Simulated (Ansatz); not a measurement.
C₃H₆O₂Si, SMILES `C=COC(=O)[SiH3]`, charge 0, multiplicity 1.

Q: Give a relaxed structure at PBE0-D4/def2-TZVP (the Gaussian-basis code of Ansatz). (Best estimate.)

A: Computed: 
```xyz
12

C    -1.4428    2.2491   -0.2985
C    -1.0063    1.2057    0.3828
O    -0.1313    0.3197   -0.2020
C     0.2939   -0.7420    0.5326
O    -0.0488   -0.9511    1.6625
Si    1.5010   -1.8856   -0.4259
H    -1.1305    2.4340   -1.3185
H    -2.1303    2.9402    0.1688
H    -1.2803    0.9665    1.4020
H     1.7861   -1.3516   -1.7780
H     0.8502   -3.2144   -0.5093
H     2.7390   -1.9705    0.3836
```
Point group Cs.
This is one stationary point; other conformers may exist.
